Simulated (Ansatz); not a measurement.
Cl₃HSiTe, SMILES `Cl[Si](Cl)(Cl)[TeH]`, relaxed with RKS PBE-D4/def2-SVP in Ansatz from a rough embedded geometry. The force threshold is 0.03 eV/Å; the program also tests the step.

The species carries charge 0 and has multiplicity 1. Te: def2 effective core potential.

Start:

```xyz
6

Cl   -1.731   -0.025    1.373
Si   -0.361   -0.382   -0.164
Cl   -0.409   -2.399   -0.602
Cl   -0.863    0.636   -1.877
Te    1.938    0.263    0.520
H     1.426    1.907    0.750
```

```tsv
step	energy (eV)	largest force (eV/Å)	largest move (Å)
1	-52725.9096	0.777	0.000
2	-52725.9282	0.566	0.159
3	-52725.9668	0.084	0.085
4	-52725.9679	0.034	0.009
5	-52725.9692	0.044	0.050
6	-52725.9694	0.004	0.005
```

End:

```xyz
6

Cl   -1.775    0.005    1.300
Si   -0.363   -0.359   -0.166
Cl   -0.316   -2.388   -0.569
Cl   -0.979    0.652   -1.861
Te    1.955    0.245    0.542
H     1.478    1.845    0.754
```

It took 8.5 s on 4 threads of a server CPU on a shared host, with 0.19 GiB of host memory at the peak.
